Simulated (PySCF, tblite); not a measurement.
Isomers of C4H13FSi2, one GFN2-xTB conformer each. Single-point energies are computed at PBE0/pcSseg-1 (PySCF, gas phase, no added dispersion term), electronic only.

**Question.** Rank them by PBE0/pcSseg-1 energy, lowest first (kJ/mol).
A. `[F:1][CH2:2][CH2:3][CH2:4][CH:5]([SiH3:6])[SiH3:7]` with F1–C2–C3–C4 66°, C2–C3–C4–C5 -179°, C3–C4–C5–Si6 -66°
B. `[CH3:1][CH2:2][Si@@H:3]([CH2:4][F:5])[CH2:6][SiH3:7]` with C1–C2–Si3–C4 -33°, C2–Si3–C4–F5 -179°, C2–Si3–C6–Si7 -48°
C. `[CH3:1][CH2:2][CH2:3][SiH2:4][SiH2:5][CH2:6][F:7]` with C1–C2–C3–Si4 -62°, C2–C3–Si4–Si5 -158°, C3–Si4–Si5–C6 -171°, Si4–Si5–C6–F7 -46°

**Answer.** B (0.0), C (34.9), A (46.0).

GFN2-xTB itself gives, in the same order: 50.8, 51.2, 0.0. GFN2-xTB puts FCCCC([SiH3])[SiH3] lowest instead; measured from each level's own lowest isomer, the values differ by up to 50.8 kJ/mol (CC[Si@@H](CF)C[SiH3]: 50.8 against 0.0).

**Question.** Which frontier levels, dipoles and rotational constants go with these structures?

**Answer.** 
```csv
SMILES,"HOMO (eV, PBE0/pcSseg-1)",LUMO (eV),dipole (D),"A, B, C (MHz)"
CC[Si@@H](CF)C[SiH3],-8.10,0.68,1.98,"1540, 1286, 897.3"
CCC[SiH2][SiH2]CF,-7.99,-0.11,1.89,"3978, 632.9, 575.1"
FCCCC([SiH3])[SiH3],-8.28,0.48,1.37,"2324, 877.1, 701.5"
```

**Question.** What happens when harmonic zero-point energies from GFN2-xTB frequencies are added?

**Answer.** 
```json
{"SMILES": "CC[Si@@H](CF)C[SiH3]", "ZPE (kJ/mol)": "403.5", "electronic (kJ/mol)": "0.0", "with ZPE (kJ/mol)": "0.0"}
{"SMILES": "CCC[SiH2][SiH2]CF", "ZPE (kJ/mol)": "406.4", "electronic (kJ/mol)": "34.9", "with ZPE (kJ/mol)": "37.8"}
{"SMILES": "FCCCC([SiH3])[SiH3]", "ZPE (kJ/mol)": "396.1", "electronic (kJ/mol)": "46.0", "with ZPE (kJ/mol)": "38.7"}
```

The zero-point energies span 10.3 kJ/mol. The order is unchanged.
